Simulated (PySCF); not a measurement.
Electron correlation in C²⁺ (carbon, charge +2)

[He] 2s2, closed-shell 1S. Calculation: PySCF 2.14, in def2-TZVP; no relativity, point nucleus. Frozen: 1s2; 2 electrons correlated.

Total MP2 correlation energy: -42.51 mhartree.

Same-spin part 0.00 and opposite-spin part -42.51 mhartree; SCS-MP2 scales them by 1/3 and 6/5 to -51.01 mhartree.

With two correlated electrons CCSD is exact within the correlated space (frozen core and kept virtual orbitals).

```tsv
level	correlation energy (mhartree)
CCSD	-72.69
```

Diagnostics: T1 = 0.0085, D1 = 0.0120, largest double amplitude 0.156.

Question: Is a single reference adequate?

Answer: Not fully. A double-excitation amplitude exceeds 0.15, a sign of near-degeneracy.
